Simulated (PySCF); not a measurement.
PySCF input file for C2H5FO2Si, SMILES C(O[Si@@H](F)C)=O, HF/pcSseg-1. Geometry: B3LYP-D3(BJ)/def2-SVP. The structure was generated by enumeration; whether it is a known compound was not checked. One conformer was computed; it need not be the lowest.

```python
import numpy as np
from pyscf import gto, scf, dft
from pyscf.prop.nmr import rhf as nmr

mol = gto.M(
    atom='''
    C    -1.64299308   -0.68620379    0.69645555
    Si   -0.53406684    0.55906378   -0.10521785
    F    -1.18576688    1.06437030   -1.50113965
    O     0.92467287   -0.17075750   -0.63657007
    C     1.79161532   -0.68334478    0.23934314
    O     1.62306658   -0.70668833    1.43100379
    H    -1.17463080   -1.05462610    1.62187174
    H    -2.62044481   -0.24257654    0.94387735
    H    -1.81001253   -1.54091812    0.02184163
    H    -0.20934285    1.75543053    0.69980699
    H     2.68961943   -1.08667711   -0.27435291
    ''',
    basis='pcSseg-1',
    charge=0,
    spin=0,
    max_memory=1600,
    verbose=3,
)
mf = scf.RHF(mol)
mf.conv_tol = 1e-10
mf.max_cycle = 100
mf.kernel()
n = nmr.NMR(mf)
n.verbose = 2
n.max_cycle_cphf = 60
sigma = n.kernel()
print('atom   isotropic/ppm   span/ppm')
for i, s in enumerate(sigma):
    w = np.linalg.eigvalsh((s + s.T) / 2)
    print(f'{mol.atom_symbol(i):2s}{i + 1:3d} {w.mean():14.3f} {w[2] - w[0]:11.3f}')
```

Output:

```
converged SCF energy = -616.816780228548
atom   isotropic/ppm   span/ppm
C   1        192.010      10.410
Si  2        398.861     116.075
F   3        377.185      82.532
O   4        139.887     234.549
C   5         20.366     185.479
O   6       -127.455     690.690
H   7         30.753      12.106
H   8         31.189      12.051
H   9         31.091      11.221
H  10         26.933       8.624
H  11         23.943       8.234
```

Self-consistency was reached.
